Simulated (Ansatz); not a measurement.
Isomers of C2H3BO. All species are isolated molecules in the gas phase. One relaxed conformer stands for each flexible species; it need not be the lowest. Strings in code marks are SMILES.

Quantity: electronic energy of isomers of C2H3BO relative to `C=CB=O`, in kcal/mol. The restricted reference of `C=CB=O` and `B=C=CO` is unstable towards unrestricted orbitals.

A: `B=C=CO`
B: `OC1=CB1` (H–O–C–C torsion 180°)
C: `B1[C@@H]2O[C@H]12`
D: `BOC#C`
E: `B=CC=O`
F: `[H]/B=C1\CO1`

### Question
Rank these by electronic energy of isomers of C2H3BO relative to `C=CB=O` (lowest first), as frozen-core CCSD(T)/cc-pVTZ // PBE-D3(BJ)/def2-TZVP (Ansatz, a quantum-chemistry and plane-wave program) gives it.

### Answer
B (62.0 kcal/mol), D (64.6 kcal/mol), E (73.6 kcal/mol), A (85.6 kcal/mol), C (98.7 kcal/mol), F (114.7 kcal/mol)
